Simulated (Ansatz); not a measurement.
`[SiH2]1[SiH2][GeH2][GeH2][SiH2][GeH2]1` at its PBE0-D4/def2-TZVP geometry, where that method's forces vanish. Charge 0, multiplicity 1.

```xyz
18

Si    0.9962   -0.5541   -1.8618
Si    0.6134    1.6732   -1.2721
Ge    0.9059    1.8672    1.0880
Ge    0.0630   -0.1219    2.2100
Si   -1.7384   -0.9894    0.9226
Ge   -0.8552   -1.8640   -1.1137
H     1.1936   -0.7295   -3.3274
H     2.2265   -1.0251   -1.1652
H    -0.7936    2.0271   -1.6123
H     1.5182    2.6149   -1.9881
H     2.4022    2.0428    1.4105
H     0.1570    3.1050    1.6180
H     1.1903   -1.1708    2.2742
H    -0.3548    0.2151    3.6534
H    -2.6650    0.1323    0.6013
H    -2.5053   -2.0346    1.6552
H    -1.9505   -1.8672   -2.1974
H    -0.4037   -3.3209   -0.8955
```

Task: What forces (eV/Å) does B3LYP-D4/def2-TZVPP give on these atoms in the Gaussian-basis code of Ansatz? (Estimate.)

Result: Computed: 
```
Si1  0.165 -0.043 -0.114
Si2 -0.032  0.133 -0.153
Ge3  0.060  0.117  0.025
Ge4  0.005 -0.057  0.121
Si5 -0.230 -0.025  0.064
Ge6 -0.028 -0.071 -0.046
H7  -0.002  0.010  0.087
H8  -0.073  0.031 -0.047
H9   0.088 -0.021  0.017
H10 -0.059 -0.052  0.036
H11  0.009  0.015  0.005
H12  0.005  0.014  0.011
H13  0.006 -0.009  0.010
H14  0.005 -0.009  0.018
H15  0.059 -0.073  0.025
H16  0.039  0.071 -0.043
H17 -0.010 -0.013 -0.013
H18 -0.006 -0.018 -0.004
```

B3LYP here is the variant with VWN-RPA as its local correlation; programs differ in this.
